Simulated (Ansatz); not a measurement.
iodoethane (C₂H₅I), singlet, at a GFN2-xTB geometry (all electrons, no relativity); SC-NEVPT2/STO-3G, CASSCF(2,3) in Ansatz (a quantum-chemistry and plane-wave program).

The Ansatz input:
Ansatz 0.2 input:
```yaml
crystal:
  periodic: [false, false, false]
  atoms:
    - {symbol: C, position_ang: [-2.41094010, -0.35054117, -0.19205115]}
    - {symbol: C, position_ang: [-1.08692994, -1.04181297, -0.42034898]}
    - {symbol: I, position_ang: [0.58807350, 0.22909838, 0.10107467]}
    - {symbol: H, position_ang: [-2.53385216, -0.07447565, 0.85324364]}
    - {symbol: H, position_ang: [-3.22038727, -1.02624607, -0.46726913]}
    - {symbol: H, position_ang: [-2.49297846, 0.54925970, -0.79834221]}
    - {symbol: H, position_ang: [-0.98728072, -1.93193960, 0.19535415]}
    - {symbol: H, position_ang: [-0.94617658, -1.30468766, -1.46554327]}
basis:
  gaussian:
    orbitals: STO-3G
magnetization: {spin_polarized: false}
correlation: {method: sc_nevpt2, electrons: all, active_space: {window: {electrons: 2, orbitals: 3}}}
```

Output, abridged:

```
Functional definition: HF
497 factors; integrals over basis functions are off by at most 2.8e-5 eV
mean field evaluation 1: about -188530.3650 eV, gradient 1.7e1 eV
mean field evaluation 2: about -188530.4419 eV, gradient 1.7e1 eV
mean field evaluation 4: about -188531.8444 eV, gradient 1.3e0 eV
mean field evaluation 8: about -188531.8529 eV, gradient 3.0e-6 eV
mean field -188531.85292301 eV, -6928.4178034408 hartree, gradient 5.6e-7 eV, S^2 0.000000; 0 other end points of the search recorded, 0 dependent functions left out
reference -188531.85292301 eV, -6928.4178034408 hartree; 35, 35 occupied and 7, 7 virtual orbitals, 497 factors
state -188532.39458859 eV, -6928.4377092839 hartree
state -188532.39458859 eV, -6928.4377092839 hartree; corrected -188535.12461781 eV, -6928.5380360072 hartree
state -188532.28528125 eV, -6928.4336923131 hartree
state -188532.28528125 eV, -6928.4336923131 hartree; corrected -188535.08187127 eV, -6928.5364651009 hartree
state -188532.39458859 eV, -6928.4377092839 hartree; corrected -188535.12461781 eV, -6928.5380360072 hartree
Total energy: -188535.12461781 eV, -6928.5380360072 hartree
```
